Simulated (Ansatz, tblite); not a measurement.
Cost and result up the ladder for [SiF3]- (SiF3⁻) (4 atoms). Charge -1, multiplicity 1. Geometry: PBE-D4/def2-TZVPD.

```xyz
4

Si   -0.449   -0.439    0.105
F     1.137   -0.703    0.641
F    -0.627    1.125    0.735
F    -0.062    0.016   -1.481
```

Ansatz on 4 threads of Arm Neoverse V2 on a shared host; xTB runs through tblite on one thread. Times are rough, summed over both states, and most runs start from the orbitals of an earlier one. PBE0-D4/def2-TZVPD serves as the yardstick here, not as an exact answer. The other state is a triplet.

The xTB rows come from tblite.

xTB has no spin-polarisation term.

```csv
level,functions,wall time
GFN1-xTB,21,0.004 s
GFN2-xTB,21,0.004 s
PBE-D4/def2-TZVPD,163,3.4 s
PBE0-D4/def2-TZVPD,163,5.2 s
r2SCAN-D4/def2-TZVPD,163,8.5 s
```

Question: Estimate what each level gives for the vertical triplet (eV).

Answer: 
| level | vertical triplet (eV) | difference from PBE0-D4/def2-TZVPD (eV) | remarks |
| --- | --- | --- | --- |
| GFN1-xTB | 5.57 | 1.69 | – |
| GFN2-xTB | 4.76 | 0.88 | – |
| PBE-D4/def2-TZVPD | 3.81 | -0.07 | HOMO above zero (singlet), HOMO above zero (triplet) |
| PBE0-D4/def2-TZVPD | 3.88 | 0.00 | HOMO above zero (triplet) |
| r2SCAN-D4/def2-TZVPD | 3.71 | -0.17 | HOMO above zero (triplet) |
